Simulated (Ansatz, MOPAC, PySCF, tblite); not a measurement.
Bond stretch in H6Al2O2, singlet. The O3–H10 bond (O3 also carries Al, Al; H10 carries nothing else) is stretched with both fragments frozen at the PBE0/def2-SVP optimised geometry.

Levels: UKS-B3LYP/6-31G* = PySCF with unrestricted B3LYP/6-31G*, spherical d; GFN2-xTB, 300 K electronic temperature (tblite); AM1, restricted, heats of formation (MOPAC); RKS-PBE0 = restricted PBE0/cc-pVDZ in Ansatz (a quantum-chemistry and plane-wave program); RKS-B3LYP/6-31G* = restricted B3LYP/6-31G*, spherical d run with PySCF.

Energies are in kcal/mol, each relative to the lowest point of its own curve near equilibrium.

```json
[
 {"R / Å": "0.79", "UKS-B3LYP/6-31G*": "27.9", "GFN2-xTB": "23.8", "AM1": "15.8", "RKS-PBE0": "27.7", "RKS-B3LYP/6-31G*": "27.9"},
 {"R / Å": "0.84", "UKS-B3LYP/6-31G*": "12.4", "GFN2-xTB": "9.9", "AM1": "6.5", "RKS-PBE0": "12.1", "RKS-B3LYP/6-31G*": "12.4"},
 {"R / Å": "0.89", "UKS-B3LYP/6-31G*": "3.8", "GFN2-xTB": "2.8", "AM1": "1.5", "RKS-PBE0": "3.6", "RKS-B3LYP/6-31G*": "3.8"},
 {"R / Å": "0.93", "UKS-B3LYP/6-31G*": "0.7", "GFN2-xTB": "0.4", "AM1": "0.0", "RKS-PBE0": "0.6", "RKS-B3LYP/6-31G*": "0.7"},
 {"R / Å": "0.96", "UKS-B3LYP/6-31G*": "0.0", "GFN2-xTB": "0.0", "AM1": "0.1", "RKS-PBE0": "0.0", "RKS-B3LYP/6-31G*": "0.0"},
 {"R / Å": "0.98", "UKS-B3LYP/6-31G*": "0.2", "GFN2-xTB": "0.3", "AM1": "0.7", "RKS-PBE0": "0.2", "RKS-B3LYP/6-31G*": "0.2"},
 {"R / Å": "1.02", "UKS-B3LYP/6-31G*": "1.7", "GFN2-xTB": "1.7", "AM1": "2.8", "RKS-PBE0": "2.0", "RKS-B3LYP/6-31G*": "1.7"},
 {"R / Å": "1.09", "UKS-B3LYP/6-31G*": "7.3", "GFN2-xTB": "6.6", "AM1": "9.2", "RKS-PBE0": "8.0", "RKS-B3LYP/6-31G*": "7.3"},
 {"R / Å": "1.17", "UKS-B3LYP/6-31G*": "16.6", "GFN2-xTB": "14.2", "AM1": "19.2", "RKS-PBE0": "17.8", "RKS-B3LYP/6-31G*": "16.6"},
 {"R / Å": "1.27", "UKS-B3LYP/6-31G*": "30.3", "GFN2-xTB": "25.2", "AM1": "34.2", "RKS-PBE0": "32.2", "RKS-B3LYP/6-31G*": "30.3"},
 {"R / Å": "1.41", "UKS-B3LYP/6-31G*": "50.3", "GFN2-xTB": "41.6", "AM1": "56.2", "RKS-PBE0": "53.3", "RKS-B3LYP/6-31G*": "50.3"},
 {"R / Å": "1.58", "UKS-B3LYP/6-31G*": "73.4", "GFN2-xTB": "60.8", "AM1": "81.1", "RKS-PBE0": "77.8", "RKS-B3LYP/6-31G*": "73.4"},
 {"R / Å": "1.77", "UKS-B3LYP/6-31G*": "95.8", "GFN2-xTB": "79.1", "AM1": "105.5", "RKS-PBE0": "101.7", "RKS-B3LYP/6-31G*": "96.0"},
 {"R / Å": "1.99", "UKS-B3LYP/6-31G*": "112.1", "GFN2-xTB": "93.8", "AM1": "129.8", "RKS-PBE0": "124.5", "RKS-B3LYP/6-31G*": "117.6"},
 {"R / Å": "2.32", "UKS-B3LYP/6-31G*": "115.9", "GFN2-xTB": "107.1", "AM1": "155.7", "RKS-PBE0": "148.8", "RKS-B3LYP/6-31G*": "141.6"},
 {"R / Å": "2.78", "UKS-B3LYP/6-31G*": "114.9", "GFN2-xTB": "116.5", "AM1": "170.8", "RKS-PBE0": "164.4", "RKS-B3LYP/6-31G*": "154.5"}
]
```

At the longest distance, 2.78 Å, AM1 lies highest above its minimum (170.8 kcal/mol) and UKS-B3LYP/6-31G* lowest (114.9 kcal/mol).

The unrestricted solution behind UKS-B3LYP/6-31G* changes between 1.99 and 2.32 Å, which can leave a kink. The unrestricted determinant behind UKS-B3LYP/6-31G* is spin-contaminated at 1.77 to 2.78 Å (<S²> up to 1.0, against 0.00 for a pure singlet). The restricted form behind AM1, RKS-PBE0, RKS-B3LYP/6-31G* keeps the bonding electrons paired and can't separate into open-shell fragments.
